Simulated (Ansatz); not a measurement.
Relaxation of AlFH4O2 (8 atoms, charge 0, multiplicity 1), to a largest force component of 0.03 eV/Å in at most 50 steps.

Method: Ansatz, RKS PBE/def2-SVP.

```xyz
8
Properties=species:S:1:pos:R:3
Al 0.084 0.546 -0.251
H -0.126 -0.280 2.372
O 1.612 -0.114 -0.639
H 1.688 -0.919 -1.175
F -1.332 -0.154 -0.795
O -0.046 2.046 0.642
H 0.782 2.489 0.894
H -0.110 0.403 2.129
```

Problem. Where does it end, and by what steps?

Solution. The forces met the threshold. The force dipped under the threshold on the way, but the program's further checks kept it going. After 13 steps the energy has fallen by 0.121 eV; H2 moved furthest, 0.56 Å.

| step | energy less start (eV) | largest force component (eV/Å) | accepted |
| --- | --- | --- | --- |
| 0 | 0.0000 | 1.844 | yes |
| 1 | -0.0700 | 0.672 | yes |
| 2 | -0.0797 | 0.900 | yes |
| 3 | -0.1027 | 0.450 | yes |
| 4 | -0.1113 | 0.322 | yes |
| 5 | -0.1157 | 0.160 | yes |
| 6 | -0.1156 | 0.387 | no |
| 7 | -0.1184 | 0.053 | yes |
| 8 | -0.1197 | 0.062 | yes |
| 9 | -0.1196 | 0.075 | no |
| 10 | -0.1202 | 0.017 | yes |
| 11 | -0.1205 | 0.071 | yes |
| 12 | -0.1205 | 0.038 | yes |
| 13 | -0.1208 | 0.025 | yes |

```xyz
8
Properties=species:S:1:pos:R:3
Al 0.110 0.577 -0.045
H -0.313 -0.477 1.883
O 1.616 -0.080 -0.525
H 1.667 -0.901 -1.038
F -1.318 -0.203 -0.446
O 0.030 2.156 0.614
H 0.817 2.722 0.632
H -0.059 0.222 2.103
```

Whether the end is a true minimum wasn't checked by a vibrational analysis.

Run time: 29 s on 1 thread of Arm Neoverse V2, on a shared host, peak memory 0.14 GiB.
